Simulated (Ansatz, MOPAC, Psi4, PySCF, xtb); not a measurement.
Noncovalent pair: HF (SMILES F) (first 2 atoms) with CH4O (SMILES CO); geometry from B3LYP-D3(BJ)/def2-TZVP, rigid monomers moved along the line of their centres of mass till H2···O4 is 1.89 Å.
(charge 0, multiplicity 1):
```
atom    x (Å)    y (Å)   z (Å)
----  -------  -------  ------
F      0.0851   0.0129  0.2358
H     -0.2159  -0.0603  1.1336
C      0.5075   0.4024  3.7597
O     -0.5618  -0.1573  2.9859
H      0.2359   0.4546  4.8158
H      0.6665   1.4095  3.3819
H      1.4293  -0.1715  3.6408
H     -0.7368  -1.0572  3.2813
```

Monomers are frozen at their geometry in the pair; levels with a basis set take the counterpoise correction. Rows marked so take none.

Cores are frozen in the correlated methods. Rows in 6-31G* carry no dispersion term and start afresh at each structure (6-31G* with six Cartesian d functions). MP2/6-31G* freezes PySCF's default core. The state that PM7 reach isn't checked; PM7 holds dispersion and hydrogen-bond terms.

The values were computed with Ansatz (a quantum-chemistry and plane-wave program) with Gaussian orbitals; MOPAC for PM7 (differences of heats of formation); Psi4 for SAPT; PySCF for 6-31G* rows, the dispersion terms; xtb for the GFN methods. 

```csv
level,interaction energy (kcal/mol)
GFN-FF,-7.52
PM7,-4.26
r2SCAN-D4/def2-TZVPPD,-9.84
B3LYP-D4/def2-TZVPPD,-9.72
M06-2X/6-31G* (no counterpoise),-11.13
MP2/6-31G* (no counterpoise),-11.20
MP2/aug-cc-pVDZ,-8.84
CCSD/aug-cc-pVDZ,___
SAPT0/jun-cc-pV(D+d)Z,-9.91
```

**Question.** Fill in the missing entries.

**Answer.** 
- CCSD/aug-cc-pVDZ, interaction energy (kcal/mol): -8.57
